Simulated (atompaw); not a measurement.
**Logarithmic derivatives: iron (Fe), PAW (atompaw)**

atompaw 4.2.0.5 input, output lines left out:

```
Fe 26
GGA-PBE scalarrelativistic loggrid 1500 logderivrange -9 5 351
4 4 3 0 0 0
4 1 0
3 2 6
0 0 0
c
c
v
v
c
v
v
v
2
1.90 1.40 1.40 1.45
n
n
y
-0.2
n
bloechl sinc
bessel
```

The phase is arctan(r·u′/u) with u = r·R(r), unwrapped; energies in Ry, scanned from -9 to 5 Ry. A pole is an energy at which the radial function vanishes at the test radius. The pseudo phase is shifted by a multiple of π to meet the all-electron one at the reference energy, and phase errors are pseudo minus all-electron; the curves can meet again beyond the range given. Levels narrower than the energy grid can be missing from the lists of poles.

**Question.** For each channel, where are the poles, and over which energies does the pseudopotential scatter like the atom?

**Answer.**

```tsv
channel	radius (bohr)	reference energy (Ry)	poles, all-electron	poles, pseudo	unbroken range about the reference energy with phases within 0.05 rad	phase error 1 Ry above the reference energy (rad)
s	1.92	-0.39	-6.82	-6.82	the whole range	-0.001
p	1.92	-0.10	-4.25	-4.25	the whole range	+0.001
d	1.92	-0.55	-0.07	-0.07, 4.67	below 2.1	-0.000
```

Phases in the p channel:

| E (Ry) | all-electron | pseudo |
| --- | --- | --- |
| -9.00 | 1.383 | 1.383 |
| -8.76 | 1.379 | 1.379 |
| -8.52 | 1.376 | 1.376 |
| -8.28 | 1.372 | 1.372 |
| -8.04 | 1.368 | 1.368 |
| -7.80 | 1.364 | 1.364 |
| -7.56 | 1.359 | 1.359 |
| -7.32 | 1.354 | 1.354 |
| -7.08 | 1.348 | 1.348 |
| -6.84 | 1.342 | 1.342 |
| -6.60 | 1.334 | 1.335 |
| -6.36 | 1.326 | 1.326 |
| -6.12 | 1.315 | 1.316 |
| -5.88 | 1.303 | 1.303 |
| -5.64 | 1.286 | 1.286 |
| -5.40 | 1.262 | 1.262 |
| -5.16 | 1.222 | 1.222 |
| -4.92 | 1.138 | 1.138 |
| -4.68 | 0.806 | 0.806 |
| -4.44 | -1.204 | -1.204 |
| -4.20 | -1.603 | -1.603 |
| -3.96 | -1.696 | -1.696 |
| -3.72 | -1.740 | -1.740 |
| -3.48 | -1.769 | -1.769 |
| -3.24 | -1.791 | -1.790 |
| -3.00 | -1.809 | -1.809 |
| -2.76 | -1.826 | -1.826 |
| -2.52 | -1.843 | -1.843 |
| -2.28 | -1.859 | -1.859 |
| -2.04 | -1.877 | -1.877 |
| -1.80 | -1.896 | -1.896 |
| -1.56 | -1.916 | -1.916 |
| -1.32 | -1.939 | -1.939 |
| -1.08 | -1.965 | -1.965 |
| -0.84 | -1.994 | -1.994 |
| -0.60 | -2.029 | -2.029 |
| -0.36 | -2.070 | -2.070 |
| -0.12 | -2.120 | -2.120 |
| 0.12 | -2.181 | -2.181 |
| 0.36 | -2.259 | -2.259 |
| 0.60 | -2.359 | -2.358 |
| 0.84 | -2.489 | -2.488 |
| 1.08 | -2.661 | -2.659 |
| 1.32 | -2.881 | -2.878 |
| 1.56 | -3.146 | -3.141 |
| 1.80 | -3.426 | -3.419 |
| 2.04 | -3.682 | -3.674 |
| 2.28 | -3.891 | -3.883 |
| 2.52 | -4.052 | -4.044 |
| 2.76 | -4.174 | -4.167 |
| 3.00 | -4.268 | -4.261 |
| 3.24 | -4.342 | -4.335 |
| 3.48 | -4.400 | -4.394 |
| 3.72 | -4.448 | -4.441 |
| 3.96 | -4.487 | -4.481 |
| 4.20 | -4.520 | -4.514 |
| 4.44 | -4.549 | -4.542 |
| 4.68 | -4.573 | -4.567 |
| 4.92 | -4.595 | -4.588 |
